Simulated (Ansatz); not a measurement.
Ideal-gas functions of CH3AsO2S (`O[As]1OCS1`) at 800 K and 1 bar, from an Ansatz frequency run at PBE0-D4/def2-TZVP.

Molar mass 154.02 g/mol, point group C1 (symmetry number 1), electronic degeneracy 1, moments of inertia 112.912, 208.131, 242.289 u Å². Harmonic wavenumbers (cm⁻¹, unscaled): 118, 142, 271, 298, 390, 454, 662, 681, 758, 946, 961, 1073, 1186, 1311, 1508, 3058, 3117, 3848.

Use S(trans) = R[1.5 ln M + 2.5 ln T − 1.1517]; rotational temperatures θ = 24.2544 K / I; S(rot) = R[ln(√π/σ · √(T³/θAθBθC)) + 1.5]; for each mode x = 1.438777 ν̃/T, S = R[x/(eˣ − 1) − ln(1 − e⁻ˣ)] and H = RT x/(eˣ − 1); 1 cm⁻¹ = 0.0119627 kJ/mol; R = 8.31446 J/(mol·K).

Problem. By hand: the entropy, in J/(mol·K).

Solution. Translation 192.2. Rotation: θ = 0.2148, 0.1165, 0.1001 K, giving 125.5. Vibration, mode by mode: 21.22, 19.69, 14.37, 13.60, 11.43, 10.23, 7.34, 7.13, 6.35, 4.83, 4.73, 4.03, 3.43, 2.88, 2.17, 0.22, 0.20, 0.07, in all 133.9. Electronic 0.0. Sum 451.6 J/(mol·K).

Problem. By hand: H − E and G − E in kJ/mol, counted from the electronic energy.

Solution. Zero-point energy ½ × 20782 × 0.0119627 = 124.3; thermal vibration 53.2; translation, rotation and pV give 4 RT = 26.6. H − E = 204.1 kJ/mol, and G − E = 204.1 − 800 × 451.6/1000 = -157.2 kJ/mol.

Vibration gives 30 % of the entropy, 40.9 J/(mol·K) of it from the modes under 150 cm⁻¹: soft modes count most, and the harmonic formula is weakest for them. The sum counts one conformer and one mirror image; others add a mixing term.
